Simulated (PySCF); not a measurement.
# From a computed spectrum to the compound

A species of 3 atoms with charge 1 has these harmonic modes (PBE0, small Gaussian bases with core potentials, PySCF 2.14.0):

```csv
cm⁻¹,km/mol,symmetry
72,9.5,a1
423,29.4,a1
442,136.2,b2
```

Q: Which species is it, and in which structure?

A: [YCl2]+ (singlet):
```xyz
3

Y     0.0000    0.0000   -0.5714
Cl    1.9542    0.0000    0.7264
Cl   -1.9542    0.0000    0.7264
```
Ideal gas at 298.15 K and 1 bar: S = 303.8 J/(mol K), Cp = 53.2 J/(mol K), H − H(0 K) = 13.5 kJ/mol (rigid rotor, harmonic modes, spin degeneracy alone). 
 This is one of several that fit.
